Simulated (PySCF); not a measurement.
H2ISi, SMILES I[SiH2] (connectivity only; charge and spin as stated), charge +1, multiplicity 1.

Geometry optimised at B3LYP-D3(BJ)/def2-TZVP. The multiplicity is an assumed one; other spin states were not compared. The isomer is the one that the SMILES or the coordinates give; other isomers of the formula were not compared. The def2 effective core potentials stand for the cores of I; spin–orbit coupling is left out.

Method: TDA-PBE/def2-TZVPD (PySCF).

Vertical excitations. Gas-phase values at a fixed geometry. State labels are in the subgroup C2v.

**Question.** Give excitation energies, oscillator strengths and character. (The exact figures need the calculation; the answer reports its results.)

**Answer.** 
```tsv
state	symmetry	energy (eV)	λ (nm)	f	main pairs
S1	A2	2.86	433	0.000	HOMO→LUMO 100 %
S2	A1	4.55	272	0.110	HOMO−1→LUMO 88 %
S3	B2	5.33	233	0.009	HOMO→LUMO+1 99 %
S4	B1	5.38	231	0.000	HOMO−2→LUMO 99 %
S5	A2	5.83	213	0.000	HOMO−3→LUMO 100 %
S6	B1	5.94	209	0.012	HOMO−1→LUMO+1 99 %
S7	B2	6.98	178	0.006	HOMO→LUMO+2 99 %
S8	A1	7.58	164	0.000	HOMO→LUMO+3 67 %, HOMO−2→LUMO+1 32 %
S9	B1	7.64	162	0.000	HOMO−1→LUMO+2 99 %
S10	A2	8.12	153	0.000	HOMO−1→LUMO+3 100 %
T1	A2	2.63	472	0	HOMO→LUMO 100 %
T2	A1	2.87	432	0	HOMO−1→LUMO 99 %
T3	B2	4.73	262	0	HOMO→LUMO+1 100 %
T4	B1	4.79	259	0	HOMO−2→LUMO 87 %
```
Triplets are in the Tamm–Dancoff approximation.
